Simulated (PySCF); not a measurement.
ClF2H3Si2, SMILES F[SiH](F)[SiH2]Cl.

Geometry: PBE0-D3(BJ)/def2-SVP. This is a generated structure with no PubChem entry under its InChIKey; it may be hypothetical. One conformer was computed; it need not be the lowest.

Computed with PySCF with PBE0-D3(BJ)/def2-SVP.

Frequencies are harmonic and unscaled.

| mode | ν (cm⁻¹) | IR (km/mol) | Raman (Å⁴/amu) | depolarisation | moving atoms (share of kinetic energy) |
|---|---|---|---|---|---|
| 1 | 40 | 1.9 | 0.4 | 0.75 | F 43 %, Si 25 %, Cl 22 %, H 9 % |
| 2 | 76 | 3.9 | 0.6 | 0.74 | F 38 %, Cl 35 %, Si 22 % |
| 3 | 168 | 7.2 | 1.8 | 0.69 | F 42 %, Si 33 %, H 14 %, Cl 10 % |
| 4 | 198 | 10.5 | 2.0 | 0.38 | F 54 %, Si 26 %, Cl 11 %, H 8 % |
| 5 | 313 | 25.0 | 1.0 | 0.75 | F 67 %, Si 27 % |
| 6 | 436 | 7.5 | 14.0 | 0.23 | Si 58 %, H 33 % |
| 7 | 507 | 25.1 | 7.7 | 0.35 | H 48 %, Si 46 % |
| 8 | 556 | 57.6 | 7.6 | 0.61 | Si 51 %, Cl 42 % |
| 9 | 683 | 12.6 | 18.0 | 0.75 | H 96 % |
| 10 | 775 | 357.8 | 4.9 | 0.58 | H 89 %, Si 9 % |
| 11 | 822 | 17.6 | 11.3 | 0.74 | H 87 %, F 12 % |
| 12 | 832 | 68.1 | 11.1 | 0.66 | H 51 %, F 36 %, Si 13 % |
| 13 | 890 | 102.2 | 7.6 | 0.63 | H 44 %, Si 30 %, F 26 % |
| 14 | 930 | 54.0 | 17.6 | 0.68 | H 84 %, Si 10 % |
| 15 | 962 | 166.4 | 0.8 | 0.75 | Si 49 %, F 44 % |
| 16 | 2244 | 71.8 | 190.9 | 0.09 | H 98 % |
| 17 | 2257 | 64.4 | 138.3 | 0.58 | H 96 % |
| 18 | 2284 | 115.3 | 174.3 | 0.18 | H 97 % |
